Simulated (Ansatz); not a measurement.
`OB(Cl)Cl` + H₂O → `OB(O)Cl` + HCl at 700 K and 1 bar (formal hydrolysis of a B–Cl bond).

Gas-phase electronic energies from Ansatz, PBE0-D4/def2-TZVP geometries. CCSD(T)/CBS is the MP2 limit (def2-TZVPP, def2-QZVPP) plus CCSD(T) − MP2 in def2-TZVPP, frozen cores. This one scheme is used for every species. One conformer a species, not always the lowest.

| species | CCSD(T)/CBS energy (Eh) | H − E (kJ/mol) | S (J/(mol·K)) |
| --- | --- | --- | --- |
| `OB(Cl)Cl` | -1020.26564 | 102.6 | 361.9 |
| H₂O | -76.37941 | 80.5 | 218.4 |
| `OB(O)Cl` | -636.28129 | 142.2 | 359.8 |
| HCl | -460.38127 | 38.4 | 211.8 |

H − E and S are ideal-gas, rigid-rotor, harmonic terms from PBE0-D4/def2-TZVP, for one conformer and one mirror image of each species. 1 Eh = 2625.50 kJ/mol, R = 8.31446 J/(mol·K).

Question: By hand: ΔE, ΔH, ΔS and ΔG.

Answer: ΔE = (-636.28129) + (-460.38127) − (-1020.26564) − (-76.37941) = -0.01751 Eh = -46.0 kJ/mol. Δ(H − E) = 142.2 + 38.4 − 102.6 − 80.5 = -2.5, so ΔH = -48.5 kJ/mol. ΔS = 359.8 + 211.8 − 361.9 − 218.4 = -8.7 J/(mol·K). ΔG = -48.5 − 700 × (-8.7)/1000 = -42.4 kJ/mol.

Question: By hand: the equilibrium constant, and the temperature at which ΔG would vanish if ΔH and ΔS stayed fixed.

Answer: log₁₀ K = −ΔG/(RT ln 10) = 3.2. ΔG = 0 at ΔH/ΔS = 5575 K, far beyond where these terms or the molecules hold.

The number of gas molecules stays the same, so ΔS is small and ΔH decides. A doubt of 5 kJ/mol in ΔE shifts log₁₀ K by 0.4 here. Other conformers and mirror images would add mixing entropy, several J/(mol·K) or more a flexible species. These are equilibria of isolated gas molecules and say nothing of rates. Largest T1 diagnostic: 0.011 (customary marks: 0.02 for closed shells, 0.045 for open ones).
